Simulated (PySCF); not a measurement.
PySCF 2.14 output of an unrestricted MN15 calculation on a single atom or ion in x2c-SVPall (6s5p3d, 36 functions), with the spin-free X2C one-electron Hamiltonian (Gaussian nucleus):

```
SCF conv_tol = 1e-09
number electrons alpha = 27  beta = 26
    H. S. Yu, X. He, S. L. Li, and D. G. Truhlar.,  Chem. Sci. 7, 5032-5051 (2016)
    H. S. Yu, X. He, S. L. Li, and D. G. Truhlar.,  Chem. Sci. 7, 5032-5051 (2016)
cycle= 1 E= -7119.49233297957  delta_E= -0.0101  |g|= 0.0201  |ddm|= 0.287
cycle= 2 E= -7119.49255289329  delta_E= -0.00022  |g|= 0.0112  |ddm|= 0.0765
cycle= 3 E= -7119.49261331659  delta_E= -6.04e-05  |g|= 0.000448  |ddm|= 0.026
cycle= 4 E= -7119.49261350649  delta_E= -1.9e-07  |g|= 8.2e-05  |ddm|= 0.00134
cycle= 5 E= -7119.49261351295  delta_E= -6.46e-09  |g|= 1.84e-06  |ddm|= 0.000196
cycle= 6 E= -7119.49261351295  delta_E= -3.64e-12  |g|= 1.37e-07  |ddm|= 8.79e-06
converged SCF energy = -7119.49261351295  <S^2> = 0.75175734  2S+1 = 2.0017566
```

The run itself started from symmetry-adapted Hartree-Fock orbitals and held the occupation by maximum overlap, on a logarithmic radial grid, so the iterations belong to that start.

Which element, charge and spin multiplicity is this?

I (iodine, neutral), multiplicity 2; the state was [Kr] 4d10 5s2 5p5, 2P determinant.
